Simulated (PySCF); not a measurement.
J couplings in 1,1,2-trifluoro-2-methylcyclopropane

Molfile (atoms numbered from 1):
```
C4H5F3
     RDKit          3D

 12 12  0  0  0  0  0  0  0  0999 V2000
    1.2955    0.5501   -0.5245 C   0  0  0  0  0  0  0  0  0  0  0  0
    0.3293   -0.3202    0.2117 C   0  0  2  0  0  0  0  0  0  0  0  0
    0.9346   -1.2871    0.9490 F   0  0  0  0  0  0  0  0  0  0  0  0
   -1.0186   -0.7126   -0.3817 C   0  0  0  0  0  0  0  0  0  0  0  0
   -0.9377    0.2099    0.7788 C   0  0  0  0  0  0  0  0  0  0  0  0
   -1.3425   -0.2091    1.9757 F   0  0  0  0  0  0  0  0  0  0  0  0
   -1.2349    1.5050    0.6090 F   0  0  0  0  0  0  0  0  0  0  0  0
    2.0003    1.0114    0.1829 H   0  0  0  0  0  0  0  0  0  0  0  0
    0.7682    1.3502   -1.0594 H   0  0  0  0  0  0  0  0  0  0  0  0
    1.8655   -0.0480   -1.2508 H   0  0  0  0  0  0  0  0  0  0  0  0
   -1.2942   -0.3069   -1.3584 H   0  0  0  0  0  0  0  0  0  0  0  0
   -1.3549   -1.7289   -0.1604 H   0  0  0  0  0  0  0  0  0  0  0  0
  1  2  1  0
  2  3  1  1
  2  4  1  0
  4  5  1  0
  5  6  1  0
  5  7  1  0
  5  2  1  0
  1  8  1  0
  1  9  1  0
  1 10  1  0
  4 11  1  0
  4 12  1  0
M  END
```

Method: B3LYP/pcJ-1 (spin–dipole term only in couplings to heteroatoms)//PBE0-D3(BJ)/def2-SVP, PySCF 2.14.0 with density-fitted response routines; isolated molecule, single conformer, non-relativistic. Couplings are averaged over pairs made equivalent by symmetry, fast rotation or ring inversion, so a value needn't be that of the named pair in this geometry, while other rotamers aren't included; one pair stands for each set, and the list holds a selection of those of at least 1.5 Hz over up to four bonds. One-bond C–F couplings come out tens of Hz too large with common functionals.

Isotopes: ¹³C, ¹⁹F, ¹H.

```json
{"pair": "C1, C2", "bonds": "1", "J (Hz)": "?"}
{"pair": "C1, H8", "bonds": "1", "J (Hz)": "?"}
{"pair": "C2, F3", "bonds": "1", "J (Hz)": "-297.0"}
{"pair": "C2, C4", "bonds": "1", "J (Hz)": "12.5"}
{"pair": "C2, C5", "bonds": "1", "J (Hz)": "?"}
{"pair": "C4, C5", "bonds": "1", "J (Hz)": "22.2"}
{"pair": "C4, H11", "bonds": "1", "J (Hz)": "170.0"}
{"pair": "C4, H12", "bonds": "1", "J (Hz)": "168.5"}
{"pair": "C5, F6", "bonds": "1", "J (Hz)": "?"}
{"pair": "C5, F7", "bonds": "1", "J (Hz)": "-359.8"}
{"pair": "F3, C4", "bonds": "2", "J (Hz)": "11.6"}
{"pair": "F3, C5", "bonds": "2", "J (Hz)": "7.6"}
{"pair": "C4, F6", "bonds": "2", "J (Hz)": "8.0"}
{"pair": "C4, F7", "bonds": "2", "J (Hz)": "?"}
{"pair": "C5, H12", "bonds": "2", "J (Hz)": "-4.7"}
{"pair": "H8, H9", "bonds": "2", "J (Hz)": "?"}
{"pair": "H11, H12", "bonds": "2", "J (Hz)": "-9.7"}
{"pair": "F3, F7", "bonds": "3", "J (Hz)": "10.6"}
{"pair": "F3, H8", "bonds": "3", "J (Hz)": "18.9"}
{"pair": "F3, H11", "bonds": "3", "J (Hz)": "10.1"}
{"pair": "F3, H12", "bonds": "3", "J (Hz)": "?"}
{"pair": "C4, H8", "bonds": "3", "J (Hz)": "4.5"}
{"pair": "F6, H12", "bonds": "3", "J (Hz)": "17.0"}
{"pair": "F7, H11", "bonds": "3", "J (Hz)": "?"}
{"pair": "F6, H8", "bonds": "4", "J (Hz)": "2.7"}
{"pair": "F7, H8", "bonds": "4", "J (Hz)": "2.3"}
```

Question: Estimate the withheld couplings, with signs.

Answer: 
- ¹J(C1,C2) = 52.6 Hz (bond length 1.494 Å)
- ¹J(C1,H8) = 135.9 Hz (bond length 1.100 Å, sp3 carbon)
- ¹J(C2,C5) = 30.6 Hz (bond length 1.486 Å)
- ¹J(C5,F6) = -363.8 Hz (bond length 1.331 Å)
- ²J(C4,F7) = 9.0 Hz (angle at C5 119°)
- ²J(H8,H9) = -14.5 Hz (mean over equivalent pairs that range from -15.5 to -13.2 Hz in this conformer)
- ³J(F3,H12) = 25.0 Hz (dihedral angle 0°)
- ³J(F7,H11) = 15.1 Hz (dihedral angle 2°)
